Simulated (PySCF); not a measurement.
## `Brc1cncs1`, C3H2BrNS

Molfile (atoms numbered from 1):
```
C3H2BrNS
     RDKit          3D

  8  8  0  0  0  0  0  0  0  0999 V2000
    2.6519   -0.6030    1.3502 Br  0  0  0  0  0  0  0  0  0  0  0  0
    0.9143   -0.2697    0.7782 C   0  0  0  0  0  0  0  0  0  0  0  0
    0.5111    0.5948   -0.1938 C   0  0  0  0  0  0  0  0  0  0  0  0
   -0.8332    0.6352   -0.4042 N   0  0  0  0  0  0  0  0  0  0  0  0
   -1.4515   -0.1813    0.3902 C   0  0  0  0  0  0  0  0  0  0  0  0
   -0.4400   -1.0661    1.4596 S   0  0  0  0  0  0  0  0  0  0  0  0
    1.1750    1.2182   -0.7764 H   0  0  0  0  0  0  0  0  0  0  0  0
   -2.5248   -0.3178    0.4023 H   0  0  0  0  0  0  0  0  0  0  0  0
  1  2  1  0
  2  3  2  0
  3  4  1  0
  4  5  2  0
  5  6  1  0
  6  2  1  0
  3  7  1  0
  5  8  1  0
M  END
```

The calculation used PySCF 2.14.0, quadratic response CAM-B3LYP/def2-TZVPD first hyperpolarisability, Taylor convention, gas phase. Geometry: PBE0-D3(BJ)/def2-TZVP.

The calculation is non-relativistic, which matters for the atoms heavier than Zn.

Give the tensor of the static β(0;0,0) in the axes of these coordinates.

In au, Taylor convention; rows are the first index (the induced dipole):
```
      xx     yy     zz     xy     xz     yz
x  +78.8  -26.2  -20.0   +8.9   +5.5   +3.4
y   +8.9  +60.6   +4.9  -26.2   +3.4  -10.3
z   +5.5  -10.3  -70.5   +3.4  -20.0   +4.9
```
Norm of βᵢ = ⅓ Σⱼ (βᵢⱼⱼ + βⱼᵢⱼ + βⱼⱼᵢ): 110.9 au, hyper-Rayleigh value 52.3 au.
